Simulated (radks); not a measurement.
Isoelectronic series with 25 electrons, all held in the configuration [Ar] 3d5 4s2, which need not be the ground one along the series. Calculated with a radial shooting solver on a logarithmic mesh with Libxc functionals: scalar-relativistic Kohn-Sham, r2SCAN, spin-unpolarised, spherical densities, finite nucleus; meta-GGA in the generalised Kohn-Sham scheme; Fermi nuclear charge, rms radius of each element as measured or else 0.836 A^(1/3) + 0.57 fm. Total energies (hartree) and mean radii <r> (bohr):

ion    E (hartree)      4s      3d      3p
Mn     -1158.46585   3.099   1.222  0.9044
Co2+   -1391.60905   2.235  0.9051  0.7949
Cu4+   -1648.18722   1.804  0.7438  0.7051
Ga6+   -1928.21624   1.528  0.6383  0.6325
As8+   -2231.79790   1.333  0.5618  0.5731
Br10+  -2559.07495   1.185  0.5030  0.5237
Rb12+  -2910.21757   1.068  0.4561  0.4821
Nb16+  -3684.88832  0.8934  0.3852  0.4157
Tc18+  -4108.86075  0.8263  0.3577  0.3888
